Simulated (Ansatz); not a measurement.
Mulliken charges of `OB(O)O[Si](Cl)(Cl)Cl` from ωB97M-V/def2-TZVPP in Ansatz (PBE0-D4/def2-TZVP geometry).

```csv
atom,x (Å),y (Å),z (Å),charge (e)
O1,-1.073,1.216,-0.751,-0.285
B2,-1.023,0.341,0.284,0.405
O3,-2.066,0.220,1.148,-0.291
O4,0.106,-0.431,0.455,-0.356
Si5,1.513,-0.588,-0.319,0.595
Cl6,2.544,1.154,-0.309,-0.153
Cl7,2.577,-1.997,0.671,-0.152
Cl8,1.227,-1.192,-2.230,-0.153
H9,-1.897,1.707,-0.785,0.196
H10,-1.909,-0.430,1.836,0.194
```

Question: By hand: the dipole of these point charges (1 e Å = 4.8032 D).

Answer: Σ q r = (-0.356, 0.092, 0.132) e Å, of length 0.391 e Å = 1.88 D.

Question: How does the dipole of the full density compare? (Best estimate.)

Answer: Ansatz gave: (-0.363, 0.036, 0.206) e Å, 2.01 D; the point charges give 0.94 times that, at 13° from its direction.

Point charges leave out the atoms' own dipoles, such as those of lone pairs, and Mulliken's split depends on the basis, so the close match here is no proof of good charges.
